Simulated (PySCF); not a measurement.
BH5O3Si.
SMILES: `OB(O)O[SiH3]`

Method: EOM-IP-CCSD/aug-cc-pVDZ in PySCF, restricted Hartree–Fock reference, 9 core orbitals frozen, non-relativistic, gas phase, PBE0-D3(BJ)/def2-SVP geometry.

Hartree–Fock orbital energies give these Koopmans values (eV): HOMO 12.52, HOMO-1 12.74, HOMO-2 13.89, HOMO-3 14.55, HOMO-4 14.71, HOMO-5 15.63, HOMO-6 16.03, HOMO-7 16.68.

Q: What vertical ionisation energies does EOM-IP-CCSD give?

A: 
```
leading hole (HF orbital)  Koopmans (eV)  EOM-IP-CCSD (eV)  change (eV)  one-hole share
                     HOMO          12.52             11.45        -1.07            0.95
                   HOMO-1          12.74             11.83        -0.91            0.95
                   HOMO-2          13.89             12.18        -1.71            0.95
                   HOMO-4          14.71             13.10        -1.61            0.95
                   HOMO-3          14.55             13.18        -1.37            0.94
                   HOMO-5          15.63             13.82        -1.81            0.95
                   HOMO-6          16.03             14.23        -1.80            0.95
                   HOMO-7          16.68             15.00        -1.68            0.94
```

Q: Does the order of the lines follow the orbital energies?

A: No: the HOMO-4 hole (13.10 eV) falls below the HOMO-3 hole (13.18 eV). The corrections run from -1.81 to -0.91 eV, with a mean of -1.50 eV over the 8 lines; no line lies above its Koopmans value.

Q: At what kinetic energies would He I light (21.22 eV) eject these electrons?

A: 9.77 eV (HOMO), 9.39 eV (HOMO-1), 9.04 eV (HOMO-2), 8.12 eV (HOMO-4), 8.04 eV (HOMO-3), 7.40 eV (HOMO-5), 6.99 eV (HOMO-6), 6.22 eV (HOMO-7).

Lines less than 0.15 eV apart could change places at a higher level. One root was sought for each valence orbital with −ε under 21 eV, eight at most, so deeper holes and satellites are missing; no vibrational structure.

Conformer computed: `[OH:1][B:2]([OH:3])[O:4][SiH3:5]`: O1–B2–O4–Si5 2°, H–O1–B2–O3 1°, H–O3–B2–O1 -179°.

One conformer stands for the species.
